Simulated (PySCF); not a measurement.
# [Pb(CH3)2]2+ at several levels of theory

Computed with PySCF 2.14.0 (density fitting, no spin-orbit coupling) at the geometry relaxed with TPSS:

```xyz
9
[Pb(CH3)2]2+ (singlet)
Pb    0.0000    0.0000    0.7789
C     2.2932    0.0000    0.7761
H     2.5449    0.0000   -0.3007
H     2.5483    0.9320    1.3133
H     2.5483   -0.9320    1.3133
C    -2.2932    0.0000    0.7761
H    -2.5449    0.0000   -0.3007
H    -2.5483   -0.9320    1.3133
H    -2.5483    0.9320    1.3133
```

| level | basis | state | HOMO (eV) | gap (eV) | charge on Pb1 (e) | dipole about the centre of mass (D) | largest force component (eV/Å) |
| --- | --- | --- | --- | --- | --- | --- | --- |
| TPSS | Pb def2-SVP with ECP60, C def2-SVP, H def2-SVP | singlet | -18.48 | 4.07 | 1.22 | 0.01 | 0.01 |
| TPSSh | the same | singlet | -18.83 | 4.74 | 1.23 | 0.01 | 0.10 |
| TPSS | Pb def2-TZVP with ECP60, C def2-TZVP, H def2-TZVP | singlet | -18.35 | 4.01 | 1.20 | 0.01 | 0.31 |
| TPSS | Pb x2c-SVPall, C x2c-SVPall, H x2c-SVPall | singlet | -18.50 | 4.03 | 1.27 | 0.01 | 0.19 |

Charges are Mulliken's, which hang on the basis. The relaxation used the grid (50, 194), these runs (75, 302) or, all-electron (x2c bases, spin-free X2C Hamiltonian), (99, 590).

**Question.** A further run in the first row's basis gives HOMO (eV) -21.05, gap (eV) 10.52, charge on Pb1 (e) 1.26, dipole about the centre of mass (D) 0.01, largest force component (eV/Å) 0.61. Which level was it?
A. HF
B. wB97X
C. BLYP

**Answer.** A. The others give HOMO -21.32 eV (wB97X); -18.31 eV (BLYP).

In the first row's basis the gap widens with exact exchange: 3.7 to 4.1 eV for BLYP, TPSS (none); 4.7 eV for TPSSh (a fixed share); 9.6 to 10.5 eV for wB97X, Hartree–Fock (rising or full at long range).

No frequency check is given that shows the relaxed geometry to be a minimum.
